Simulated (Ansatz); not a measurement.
Molecule: C₂H₆ClSi, net charge 0, doublet state. It need not be the lowest isomer of its formula. 
Geometry from a B3LYP-D3(BJ)/def2-TZVP (Ansatz, a first-principles code) optimisation:
SMILES: C[Si](C)Cl
```xyz
10

C      1.5798    -1.1351     0.2744
Si     0.1894     0.0915     0.5692
C     -1.3658    -0.7551     1.1933
Cl    -0.2629     1.0015    -1.2570
H      1.2589    -1.8945    -0.4447
H      2.4662    -0.6397    -0.1216
H      1.8483    -1.6332     1.2084
H     -2.1779    -0.0405     1.3271
H     -1.6893    -1.5142     0.4750
H     -1.1717    -1.2435     2.1505
```
Charge 0, spin multiplicity 2.

Property: atomisation energy (electronic, to ground-state atoms), in kJ/mol. Cores are frozen in the correlated levels unless marked. UHF or UKS for open shells. Spin-orbit coupling is left out. Non-relativistic. The coupled-cluster limit lacks core correlation, which all-electron functionals hold. CBS marks a two-point X^-3 extrapolation of the correlation energy; Hartree-Fock from the larger set. [CCSD(T)-MP2]/basis is that difference in the basis named.

```
level           program  atomisation energy (kJ/mol)
--------------  -------  ---------------------------
HF/cc-pV(T+d)Z   Ansatz                       2740.3
```

What does RI-MP2/CBS(cc-pV(T+d)Z,cc-pV(Q+d)Z)+[CCSD(T)-MP2]/cc-pV(T+d)Z (Ansatz) give?

3574.7 kJ/mol
